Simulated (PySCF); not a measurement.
H2Cl2FNSi, singlet, at a GFN2-xTB geometry. Base run: PySCF with CAMB3LYP/6-31G, polarisability.

PySCF was given this input:
```python
from pyscf import gto, scf, dft
from pyscf.prop import polarizability

mol = gto.M(
    atom='''
N     1.83566138   -0.42828607    0.37628501
Si    0.16326278   -0.14627855    0.18894222
F    -0.49654676   -0.88255960    1.45582461
Cl   -0.18789615    1.81040006    0.30767242
Cl   -0.71585934   -0.97321588   -1.41638126
H     2.17625414   -1.34988243    0.59449257
H     2.52120143    0.10669012   -0.12804977
''',
    basis='6-31g',
    verbose=4,
)

mf = dft.RKS(mol)
mf.xc = 'camb3lyp'
mf.kernel()
alpha = mf.Polarizability().polarizability()[2, 2]
print('alpha_zz =', alpha)
```

**Question.** The base was run again with changes. Order these runs by alpha_zz (bohr³), lowest first: functional = pbe | basis = def2-SVPD | functional = pbe0 | basis = 6-31+G* | basis = cc-pVDZ | basis = 6-31G*.

**Answer.** functional = pbe0 (alpha_zz (bohr³) 35.94), functional = pbe (alpha_zz (bohr³) 38.00), basis = 6-31G* (alpha_zz (bohr³) 38.12), basis = cc-pVDZ (alpha_zz (bohr³) 38.67), basis = 6-31+G* (alpha_zz (bohr³) 47.43), basis = def2-SVPD (alpha_zz (bohr³) 54.69)

Finite-field rows take the second difference of the energy in a field along z; a small field with loose convergence shows SCF noise divided by the square of the field, and a large one adds hyperpolarisability.
